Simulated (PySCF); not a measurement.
# Computed records: BGeH$_{4}$NSi, CH$_{4}$BGe, CH$_{6}$AlBGe, C$_{2}$H$_{6}$BGe

All values are calculated (PySCF 2.14.0). Calculation on a computer-drawn molecule: the log of a Hartree-Fock and frozen-core CCSD(T) single point meant for a local Hartree-Fock minimum, with one planted fault or none, to be diagnosed. Offsets are logged minus clean, where the clean run is the same molecule without the fault. The reference is restricted for singlets and unrestricted otherwise, and also for a bond in bohr or an excited solution. Adding or removing an electron swaps singlet and doublet. The excited solution moves the top pair (singlet) or top alpha electron (doublet) to the lowest empty orbital. Highest occupied and lowest empty are orbital energies over both spins, largest force is the largest gradient component, triples share is (T) over the correlation energy, the T1 limit is 0.02 restricted and 0.045 unrestricted, electrons count all cores, a negative frequency is imaginary (commonest isotopes), and the dipole is about the centre of nuclear charge; on germanium a core potential holds 10 electrons, which the energies leave out, and 3d is frozen in MP2 and coupled-cluster steps.

Common to all runs: logged SCF converged yes; possible faults no fault, one electron removed, one electron added, multiplicity raised by two, geometry at a saddle point, SCF held on an excited solution, minimal basis STO-3G, one bond length entered in bohr, all coordinates scaled.

```yaml
- entry: 1
  formula: BGeH4NSi
  logged_structure:
    atoms_angstrom:
      - [B, -1.7825, -2.4422, 0.185]
      - ["N", -1.1927, -1.3501, 0.1697]
      - [Si, -0.4236, 0.1855, 0.1562]
      - [Ge, -2.0236, 2.0408, 0.4915]
      - [H, -2.3361, -3.4754, 0.1989]
      - [H, 0.6025, 0.2245, 1.2297]
      - [H, 0.2733, 0.3684, -1.1429]
      - [H, -0.8476, 3.1012, 0.3901]
  given:
    meant_charge: 0
    meant_multiplicity: 1
    meant_basis: "cc-pV(D+d)Z"
    meant_basis_and_core_potential_on_germanium: "cc-pVDZ-PP ECP10MDF"
    logged_electrons: 62
    logged_basis_functions: 94
    logged_spin_squared: 2.0149
    "logged_highest_occupied [eV]": -7.7262
    "logged_lowest_empty [eV]": -0.19032
    "logged_largest_force [hartree/bohr]": 0.031349
    logged_T1_diagnostic: 0.018426
    logged_D1_diagnostic: 0.058209
    logged_triples_share: 0.034602
    logged_CC_converged: "yes"
    "logged_dipole_magnitude [debye]": 2.2449
    logged_SCF_stable_within_its_kind: "yes"
    "logged_energy_HF [hartree]": -663.76617
    "logged_energy_CCSD(T) [hartree]": -664.22286
    drawn_bonds_atom: [1, 2, 3, 1, 3, 3, 4]
    drawn_bonds_other_atom: [2, 3, 4, 5, 6, 7, 8]
    drawn_bonds_order: [2, 1, 1, 1, 1, 1, 1]
  results:
    planted_fault: "multiplicity raised by two"
    "HF_energy_offset_from_clean_run [kcal/mol]": 12.12
    "CCSD(T)_energy_offset_from_clean_run [kcal/mol]": 22.56
- entry: 2
  formula: CH4BGe
  logged_structure:
    atoms_angstrom:
      - [B, -0.9629, 0.8197, 2.7262]
      - [C, -0.8655, 1.5259, 1.5901]
      - [Ge, 1.1307, 2.2647, 1.981]
      - [H, -0.9996, 0.2157, 3.737]
      - [H, -1.234, 1.8897, 0.6556]
      - [H, 0.8979, 3.2855, 4.8227]
      - [H, 1.9148, 0.9298, 2.3953]
  given:
    meant_charge: -1
    meant_multiplicity: 1
    meant_basis: aug-cc-pVDZ
    meant_basis_and_core_potential_on_germanium: "aug-cc-pVDZ-PP ECP10MDF"
    logged_electrons: 48
    logged_basis_functions: 114
    logged_spin_squared: 0.6667
    "logged_highest_occupied [eV]": -1.605
    "logged_lowest_empty [eV]": 3.5487
    "logged_largest_force [hartree/bohr]": 0.010477
    logged_T1_diagnostic: 0.071478
    logged_D1_diagnostic: 0.3237
    logged_triples_share: 0.049746
    logged_CC_converged: "yes"
    "logged_dipole_magnitude [debye]": 3.2294
    logged_SCF_stable_within_its_kind: "yes"
    "logged_energy_HF [hartree]": -358.11461
    "logged_energy_CCSD(T) [hartree]": -358.5129
    drawn_bonds_atom: [1, 2, 1, 2, 3, 3]
    drawn_bonds_other_atom: [2, 3, 4, 5, 6, 7]
    drawn_bonds_order: [2, 1, 1, 1, 1, 1]
  results:
    planted_fault: "one bond length entered in bohr, row 5 of the drawn bonds"
    "HF_energy_offset_from_clean_run [kcal/mol]": 46.66
    "CCSD(T)_energy_offset_from_clean_run [kcal/mol]": 48.13
  notes: ["T1 above single-reference limit"]
- entry: 3
  formula: CH6AlBGe
  logged_structure:
    atoms_angstrom:
      - [B, 0.0106, -1.7168, -2.8164]
      - [C, -0.1235, -1.075, -1.6081]
      - [Ge, 0.8833, 0.5977, -1.3735]
      - [Al, -0.7095, 2.4568, -0.8186]
      - [H, 0.1739, -2.2157, -3.8693]
      - [H, -0.7419, -1.4012, -0.7803]
      - [H, 1.6519, 0.8598, -2.6841]
      - [H, 1.9521, 0.3878, -0.281]
      - [H, -0.7793, 3.785, -1.6775]
      - [H, -1.7055, 2.2886, 0.4013]
  given:
    meant_charge: 0
    meant_multiplicity: 1
    meant_basis: "cc-pV(D+d)Z"
    meant_basis_and_core_potential_on_germanium: "cc-pVDZ-PP ECP10MDF"
    logged_electrons: 63
    logged_basis_functions: 104
    logged_spin_squared: 0.7688
    "logged_highest_occupied [eV]": -0.3214
    "logged_lowest_empty [eV]": 5.8004
    "logged_largest_force [hartree/bohr]": 0.024182
    logged_T1_diagnostic: 0.022786
    logged_D1_diagnostic: 0.11167
    logged_triples_share: 0.035252
    logged_CC_converged: "yes"
    "logged_dipole_magnitude [debye]": 7.2814
    logged_SCF_stable_within_its_kind: "yes"
    "logged_energy_HF [hartree]": -601.2608
    "logged_energy_CCSD(T) [hartree]": -601.72259
    drawn_bonds_atom: [1, 2, 3, 1, 2, 3, 3, 4, 4]
    drawn_bonds_other_atom: [2, 3, 4, 5, 6, 7, 8, 9, 10]
    drawn_bonds_order: [2, 1, 1, 1, 1, 1, 1, 1, 1]
  results:
    planted_fault: "one electron added"
    "HF_energy_offset_from_clean_run [kcal/mol]": 5.864
    "CCSD(T)_energy_offset_from_clean_run [kcal/mol]": -6.585
- entry: 4
  formula: C2H6BGe
  logged_structure:
    atoms_angstrom:
      - [B, -3.5103, -0.4352, 0.7192]
      - [C, -2.3797, 0.2987, 0.993]
      - [Ge, -0.8103, 0.0319, -0.1248]
      - [C, 0.6899, -0.5833, 0.9379]
      - [H, -4.4458, -1.0903, 0.4369]
      - [H, -2.2963, 1.022, 1.7969]
      - [H, -1.1544, -1.0007, -1.213]
      - [H, -0.411, 1.3409, -0.8215]
      - [H, 1.7188, -0.3499, 0.679]
      - [H, 0.5516, -1.2267, 1.8019]
  given:
    meant_charge: 0
    meant_multiplicity: 2
    meant_basis: cc-pVDZ
    meant_basis_and_core_potential_on_germanium: "cc-pVDZ-PP ECP10MDF"
    logged_electrons: 55
    logged_basis_functions: 95
    logged_spin_squared: 1.7854
    "logged_highest_occupied [eV]": -6.3053
    "logged_lowest_empty [eV]": 0.12098
    "logged_largest_force [hartree/bohr]": 0.11363
    "logged_dipole_magnitude [debye]": 1.1332
    logged_SCF_stable_within_its_kind: "no"
    "logged_energy_HF [hartree]": -397.09802
    drawn_bonds_atom: [1, 2, 3, 1, 2, 3, 3, 4, 4]
    drawn_bonds_other_atom: [2, 3, 4, 5, 6, 7, 8, 9, 10]
    drawn_bonds_order: [2, 1, 1, 1, 1, 1, 1, 1, 1]
  results:
    planted_fault: "SCF held on an excited solution"
    "HF_energy_offset_from_clean_run [kcal/mol]": 55.71
  notes: ["coupled-cluster numbers left out as unreliable"]
```
